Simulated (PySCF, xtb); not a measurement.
Si(F)2(Me)(NCO) (C2H3F2NOSi), SMILES C[Si](F)(F)N=C=O.

GFN2-xTB run with xtb 6.7.1 at its own geometry gives an orbital gap of 6.11 eV and a dipole moment of 3.05 D.

Geometry: B3LYP-D3(BJ)/def2-SVP. One conformer was computed; it need not be the lowest.

**Question.** What does PBE/def2-TZVP in PySCF give? (Estimate from the structure and the level; the computed values follow.)

**Answer.** gap 7.04 eV (levels -7.84 and -0.81 eV), dipole 2.51 D.
